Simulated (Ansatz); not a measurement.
System: sum formula Si$_{2}$NH$_{7}$, net charge 0, singlet state. 
Structure (B3LYP-D3(BJ)/def2-TZVP (Ansatz, a program for electronic structure) minimum search):
```
N
H 1 1.0119
Si 1 1.7300 2 115.20
Si 1 1.7300 2 115.20 3 -175.84
H 3 1.4786 1 107.45 2 171.58
H 4 1.4786 1 107.45 2 -171.58
H 3 1.4834 5 110.01 1 120.46
H 4 1.4834 6 110.01 1 -120.46
H 3 1.4851 5 108.83 7 117.17
H 4 1.4851 6 108.83 8 -117.17
```
Charge 0, spin multiplicity 1.

Parts of the frozen-core correlation energy in cc-pwCVTZ (Ansatz, hartree). Frozen orbitals: 11; correlated occupied orbitals by spin: 10 and 10; virtual: 238 and 238. Spin-orbit coupling is left out. No relativistic terms.

```
term                            value
-------------------------  ----------
reference (HF)             -636.49372
MP2 opposite-spin            -0.38870
MP2 same-spin                -0.08851
CCSD correlation             -0.52496
(T)                          -0.01776
T1 diagnostic                   0.010
largest doubles amplitude       0.015
```
